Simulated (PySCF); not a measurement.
# Distorted geometries of [Er(O2)2]−

[Er(O2)2]− (singlet in the valence; each metal's 4f electrons, 11 of them, lie in its core potential, out of spins and levels). PySCF 2.14.0, RKS r2SCAN, Er lcecp-1-SVP with ECP57, O def2-SVP; non-relativistic Hamiltonian with scalar-relativistic core potentials where named; density fitting; no spin-orbit coupling. Relaxed geometry:

```xyz
5

Er    0.0000    0.0000    0.0000
O     0.5385    0.5385    1.9666
O    -0.5385   -0.5385    1.9666
O     0.5385   -0.5385   -1.9666
O    -0.5385    0.5385   -1.9666
```

Question: Order these distorted geometries by energy above the relaxed one, lowest first.
A.
```xyz
5

Er   -0.1072    0.0232    0.0050
O     0.4859    0.6463    1.8318
O    -0.3015   -0.6909    1.8367
O     0.5373   -0.5394   -1.9094
O    -0.6146    0.5608   -1.7640
```
B.
```xyz
5

Er   -0.0553    0.1752    0.0972
O     0.5086    0.5474    1.9047
O    -0.6631   -0.6317    1.9963
O     0.5749   -0.6967   -1.9998
O    -0.3652    0.6059   -1.9984
```
C.
```xyz
5

Er    0.0161   -0.0569   -0.0184
O     0.5515    0.5142    1.9577
O    -0.5579   -0.6463    1.9613
O     0.5863   -0.3745   -2.0521
O    -0.5961    0.5635   -1.8485
```

Answer: C (0.11 eV), A (0.81 eV), B (0.91 eV).

Question: Which forces (eV/Å) act in the one that lies 0.11 eV up?

Answer: 
```
Er   0.53 -0.58  1.36
O   -0.84 -0.81 -0.20
O    0.83  0.90 -0.33
O   -0.12  0.06  0.33
O   -0.40  0.43 -1.16
```
Forces carry noise of the integration grid, about 0.01 to 0.03 eV/Å.

No frequency check is given that shows the relaxed geometry to be a minimum. An lcecp potential fixes the number of 4f electrons, so in runs with it no electron can move into or out of that shell.
